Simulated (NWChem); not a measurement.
System: C$_{2}$H$_{2}$Br$_{2}$; SMILES Br/C=C\Br

NWChem input:

```
start job
memory heap 200 mb stack 900 mb global 1100 mb
geometry units angstroms noautosym nocenter noautoz
  Br    -1.785379     0.000000     0.263603
  C     -0.664852     0.000000    -1.261570
  C      0.664852     0.000000    -1.261570
  Br     1.785379     0.000000     0.263603
  H     -1.215252     0.000000    -2.195718
  H      1.215252     0.000000    -2.195718
end
basis spherical
  Br library def2-svp
  C library def2-svp
  H library def2-svp
end
dft
  xc xpbe96 cpbe96
  iterations 150
end
cosmo
  do_cosmo_smd true
  solvent toluene
end
task dft energy
```

Excerpt of the output:

```
             Northwest Computational Chemistry Package (NWChem) 7.3.0
             --------------------------------------------------------

                             Geometry "geometry" -> ""
                             -------------------------

 Output coordinates in angstroms (scale by  1.889725989 to convert to a.u.)

  No.       Tag          Charge          X              Y              Z
 ---- ---------------- ---------- -------------- -------------- --------------
    1 Br                  35.0000    -1.78537900     0.00000000     0.26360300
    2 C                    6.0000    -0.66485200     0.00000000    -1.26157000
    3 C                    6.0000     0.66485200     0.00000000    -1.26157000
    4 Br                  35.0000     1.78537900     0.00000000     0.26360300
    5 H                    1.0000    -1.21525200     0.00000000    -2.19571800
    6 H                    1.0000     1.21525200     0.00000000    -2.19571800

 Effective nuclear repulsion energy (a.u.)     423.6328879700

  pbe96 is a nonlocal functional; adding pw91lda local functional.

                                 NWChem DFT Module
                                 -----------------

 Summary of "ao basis" -> "ao basis" (spherical)
 ------------------------------------------------------------------------------
       Tag                 Description            Shells   Functions and Types
 ---------------- ------------------------------  ------  ---------------------
 Br                         def2-svp                12       32   5s4p3d
 C                          def2-svp                 6       14   3s2p1d
 H                          def2-svp                 3        5   2s1p

 in cosmo_initialize ...
 calling solv_data for solv:toluene

 solvent parameters
 solvname_short: toluene
 solvname_long:  toluene
 dielec:        2.3741
 dielecinf:     2.2383
 nonaqueous SMD model solvent descriptors
 dielec:        2.3741
 sola:          0.0000
 solb:          0.1400
 solc:          0.8570
 solg:         40.2000
 solh:          0.0000
 soln:          1.4961

          ---------------
          -cosmo- solvent
          ---------------
 Cosmo: York-Karplus, doi: 10.1021/jp992097l
 dielectric constant -eps-     =   2.37
 screen = (eps-1)/(eps    )    =   0.57879
 surface charge correction     = lagrangian

   van der Waals surface
 --------------------------

 ---------- ATOMIC COORDINATES (A.U.) ------------ VDWR(ANG.) --
     1   -3.37387710    0.00000000    0.49813744     3.060
     2   -1.25638810    0.00000000   -2.38402162     1.850
     3    1.25638810    0.00000000   -2.38402162     1.850
     4    3.37387710    0.00000000    0.49813744     3.060
     5   -2.29649329    0.00000000   -4.14930537     1.200
     6    2.29649329    0.00000000   -4.14930537     1.200
 number of segments per atom =        128
 number of   points per atom =        128
 atom (   nspa,  nppa )
 ----------------------
    1 (     98,     0 )       0
    2 (     20,     0 )       0
    3 (     20,     0 )       0
    4 (     98,     0 )       0
    5 (     38,     0 )       0
    6 (     38,     0 )       0
 number of -cosmo- surface points =      312
 molecular surface =    192.038 angstrom**2
 molecular volume  =    224.492 angstrom**3
 -lineq- algorithm             =   0
 -bem- low  level              =   3
 -bem- from -octahedral-
 gaussian surface charge width =   4.50000
 degree of switching           =   1.00000
 switching function tolerance  =   0.00010
 atomic radii =
 --------------
    1 35.000  3.060
    2  6.000  1.850
    3  6.000  1.850
    4 35.000  3.060
    5  1.000  1.200
    6  1.000  1.200
 ...... end of -cosmo- initialization ......

 nat:                     6
 ixmem:                  2111
 calling mnsol_interface()
 G(SMD-CDS) energy (kcal/mol)  =    -3.591
 SMD-CDS SASA (angstrom**2)    =   136.719

            General Information
            -------------------
          SCF calculation type: DFT
          Wavefunction type:  closed shell.
          No. of atoms     :     6
          No. of electrons :    84
           Alpha electrons :    42
            Beta electrons :    42
          Charge           :     0
          Spin multiplicity:     1
          Use of symmetry is: off; symmetry adaption is: off
          Maximum number of iterations: 150
          AO basis - number of functions:   102
                     number of shells:    42
          Convergence on energy requested:  1.00D-06
          Convergence on density requested:  1.00D-05
          Convergence on gradient requested:  5.00D-04

              XC Information
              --------------
          PerdewBurkeErnzerhof Exchange Functional  1.000
            Perdew 1991 LDA Correlation Functional  1.000 local
           PerdewBurkeErnz. Correlation Functional  1.000 non-local

             Grid Information
             ----------------
          Grid used for XC integration:  medium
          Radial quadrature: Mura-Knowles
          Angular quadrature: Lebedev.
          Tag              B.-S. Rad. Rad. Pts. Rad. Cut. Ang. Pts.
          ---              ---------- --------- --------- ---------
          Br                  1.15      112          11.0       590
          C                   0.70       49           8.0       434
          H                   0.35       45          10.0       434
          Grid pruning is: on
          Number of quadrature shells:   412
          Spatial weights used:  Erf1

      Superposition of Atomic Density Guess
      -------------------------------------

 Sum of atomic energies:       -5220.41979612

      Non-variational initial energy
      ------------------------------

 Total energy =   -5221.895459
 1-e energy   =   -8110.855064
 2-e energy   =    2465.326717
 HOMO         =      -0.266348
 LUMO         =       0.024929

   convergence    iter        energy       DeltaE   RMS-Dens  Diis-err
 ---------------- ----- ----------------- --------- --------- ---------
     COSMO gas phase
 d= 0,ls=0.0,diis     1  -5224.0758259805 -5.65D+03  1.50D-02  6.99D-01
 d= 0,ls=0.0,diis     2  -5223.9421528631  1.34D-01  1.36D-02  1.48D+00
 d= 0,ls=0.0,diis     3  -5224.1187937361 -1.77D-01  4.11D-03  1.57D-01
 d= 0,ls=0.0,diis     4  -5224.1426716764 -2.39D-02  5.55D-04  2.89D-03
 d= 0,ls=0.0,diis     5  -5224.1430864107 -4.15D-04  1.36D-04  1.66D-04
  Resetting Diis
 d= 0,ls=0.0,diis     6  -5224.1431080840 -2.17D-05  1.53D-05  3.77D-06
 d= 0,ls=0.0,diis     7  -5224.1431082878 -2.04D-07  8.76D-06  1.53D-07

   convergence    iter        energy       DeltaE   RMS-Dens  Diis-err
 ---------------- ----- ----------------- --------- --------- ---------
     COSMO solvation phase
 d= 0,ls=0.0,diis     1  -5224.1507071534 -7.60D-03  9.13D-04  5.48D-04
 d= 0,ls=0.0,diis     2  -5224.1508104945 -1.03D-04  3.61D-04  3.97D-04
 d= 0,ls=0.0,diis     3  -5224.1508670681 -5.66D-05  1.07D-04  1.54D-04
 d= 0,ls=0.0,diis     4  -5224.1508858646 -1.88D-05  2.94D-05  8.01D-06
 d= 0,ls=0.0,diis     5  -5224.1508868826 -1.02D-06  8.06D-06  9.32D-07
 d= 0,ls=0.0,diis     6  -5224.1508870041 -1.22D-07  6.94D-07  5.44D-09

         Total DFT energy =    -5224.150887004129
      One electron energy =    -8111.725973556257
           Coulomb energy =     2657.268457680867
    Exchange-Corr. energy =     -193.307935189838
 Nuclear repulsion energy =      423.632887969978

             COSMO energy =       -0.018323908879

 Numeric. integr. density =       84.000008624170

                                COSMO-SMD solvation results
                                ---------------------------

             internal energy in gas <Psi(g)|H|Psi(g)> =     -5224.143108287808
         internal energy in solvent <Psi(s)|H|Psi(s)> =     -5224.142904785639
                               delta internal energy  =         0.000203502169 (    0.13 kcal/mol)
   total free energy in solvent <Psi(s)|H+V/2|Psi(s)> =     -5224.145164659889
 polarization energy contribution <Psi(s)|V/2|Psi(s)> =        -0.002259874250 (   -1.42 kcal/mol)
    total free energy in solvent including G(SMD-CDS) =     -5224.150887004129
                       G(SMD-CDS) energy contribution =        -0.005722344240 (   -3.59 kcal/mol)
     1 M fixed-concentration free energy of solvation =        -0.007778716321 (   -4.88 kcal/mol)

                       DFT Final Molecular Orbital Analysis
                       ------------------------------------

 Vector   40  Occ=2.000000D+00  E=-2.645175D-01
              MO Center=  7.4D-06, -1.1D-09,  1.2D-01, r^2= 4.5D+00
   Bfn.  Coefficient  Atom+Function         Bfn.  Coefficient  Atom+Function
  ----- ------------  ---------------      ----- ------------  ---------------
    15      0.350120  1 Br px                75     -0.350122  4 Br px
    12      0.296426  1 Br px                72     -0.296427  4 Br px
    17      0.222498  1 Br pz                77      0.222499  4 Br pz
    14      0.209875  1 Br pz                74      0.209876  4 Br pz
     9     -0.197437  1 Br px                69      0.197438  4 Br px

 Vector   41  Occ=2.000000D+00  E=-2.486523D-01
              MO Center= -7.4D-06, -1.5D-08,  1.8D-01, r^2= 4.8D+00
   Bfn.  Coefficient  Atom+Function         Bfn.  Coefficient  Atom+Function
  ----- ------------  ---------------      ----- ------------  ---------------
    15      0.313321  1 Br px                75      0.313319  4 Br px
    12      0.298728  1 Br px                72      0.298727  4 Br px
    17      0.293175  1 Br pz                77     -0.293174  4 Br pz
    14      0.262231  1 Br pz                74     -0.262231  4 Br pz
     9     -0.195732  1 Br px                35      0.195654  2 C  s

 Vector   42  Occ=2.000000D+00  E=-2.199749D-01
              MO Center=  4.4D-07, -1.3D-08, -3.3D-01, r^2= 4.1D+00
   Bfn.  Coefficient  Atom+Function         Bfn.  Coefficient  Atom+Function
  ----- ------------  ---------------      ----- ------------  ---------------
    16      0.376145  1 Br py                76      0.376145  4 Br py
    13      0.308550  1 Br py                73      0.308550  4 Br py
    37     -0.297444  2 C  py                51     -0.297444  3 C  py
    10     -0.203603  1 Br py                70     -0.203603  4 Br py
    40     -0.195495  2 C  py                54     -0.195495  3 C  py

 Vector   43  Occ=0.000000D+00  E=-4.952090D-02
              MO Center= -9.0D-07,  6.9D-09, -1.1D+00, r^2= 2.7D+00
   Bfn.  Coefficient  Atom+Function         Bfn.  Coefficient  Atom+Function
  ----- ------------  ---------------      ----- ------------  ---------------
    40      0.589544  2 C  py                54     -0.589544  3 C  py
    37      0.452517  2 C  py                51     -0.452517  3 C  py
    16     -0.229166  1 Br py                76      0.229165  4 Br py
    13     -0.132704  1 Br py                73      0.132704  4 Br py
    10      0.086374  1 Br py                70     -0.086374  4 Br py

 Vector   44  Occ=0.000000D+00  E=-4.851095D-02
              MO Center=  3.4D-06, -7.3D-09, -2.4D-01, r^2= 4.4D+00
   Bfn.  Coefficient  Atom+Function         Bfn.  Coefficient  Atom+Function
  ----- ------------  ---------------      ----- ------------  ---------------
    17      0.524059  1 Br pz                77      0.524060  4 Br pz
    35      0.477042  2 C  s                 49      0.477044  3 C  s
    15     -0.374476  1 Br px                75      0.374477  4 Br px
     5     -0.341200  1 Br s                 65     -0.341201  4 Br s
    41      0.311647  2 C  pz                55      0.311648  3 C  pz

 Vector   45  Occ=0.000000D+00  E= 4.220317D-03
              MO Center= -2.6D-06, -2.0D-08, -5.1D-01, r^2= 5.0D+00
   Bfn.  Coefficient  Atom+Function         Bfn.  Coefficient  Atom+Function
  ----- ------------  ---------------      ----- ------------  ---------------
    35      1.034168  2 C  s                 49     -1.034167  3 C  s
    17      0.497123  1 Br pz                77     -0.497122  4 Br pz
    94     -0.491561  5 H  s                 99      0.491562  6 H  s
    15     -0.395297  1 Br px                75     -0.395296  4 Br px
     5     -0.375204  1 Br s                 65      0.375203  4 Br s

     Multipole analysis of the density
     ---------------------------------

     L   x y z        total         alpha         beta         nuclear
     -   - - -        -----         -----         ----         -------
     0   0 0 0     -0.000000    -42.000000    -42.000000     84.000000

     1   1 0 0     -0.000003     -0.000001     -0.000001      0.000000
     1   0 1 0      0.000000      0.000000      0.000000      0.000000
     1   0 0 1     -0.688066      0.674592      0.674592     -2.037249

     2   2 0 0    -35.442919   -430.873040   -430.873040    826.303162
     2   1 1 0     -0.000000     -0.000000     -0.000000      0.000000
     2   1 0 1      0.000009      0.000005      0.000005      0.000000
     2   0 2 0    -36.994731    -18.497366    -18.497366      0.000000
     2   0 1 1      0.000000      0.000000      0.000000      0.000000
     2   0 0 2    -31.075293    -75.540668    -75.540668    120.006042
```

Level: PBE/def2-SVP, SMD on the gas-phase geometry. The geometry was optimised at B3LYP/6-31G* (spherical d). Solvent: toluene.
